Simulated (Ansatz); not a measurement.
A made-up structure of B₂H₂O₂, singlet:

```
6
angstrom
O -0.0326 -0.9029 -2.1142
B -0.2385 -0.4084 -0.7306
B 0.2385 0.4084 0.7306
O 0.0326 0.9029 2.1142
H 0.9314 -0.6740 -2.5427
H -0.9315 0.6740 2.5427
```

It is relaxed with PBE-D4/def2-SVP and then PBE0-D4/def2-TZVP (Ansatz 0.2.0). Atoms count as bonded within 1.22 times the sum of their covalent radii (H–H: 0.88 Å). The end point is not checked to be a true minimum.

Task: Does its bonding change? (A judgement: the text doesn't fix the answer.)

Result: The calculation gives: No: no bond forms or breaks.

Where it ends: The first stage lowers the energy by 1.47 eV in 8 steps. It ends as B₂H₂O₂ ([OH][B][B][OH]):
O1  (-0.030, -0.806, -1.887)
B2  (-0.214, -0.365, -0.652)
B3  (0.214, 0.365, 0.652)
O4  (0.030, 0.806, 1.887)
H5  (0.832, -0.601, -2.268)
H6  (-0.832, 0.601, 2.268)
(Å)

Labels in which every atom is bracketed show which atoms are joined, not bond orders.

For scale, one of the runs: PBE0-D4/def2-TZVP relaxation, 136 basis functions, launched by `ansatz run in.yaml --threads 2 --pin off --events-out ev --progress --plain --max-ram 4352MiB`. The run took about 15 s on 2 CPU threads of an Arm Neoverse V1 (shared host).
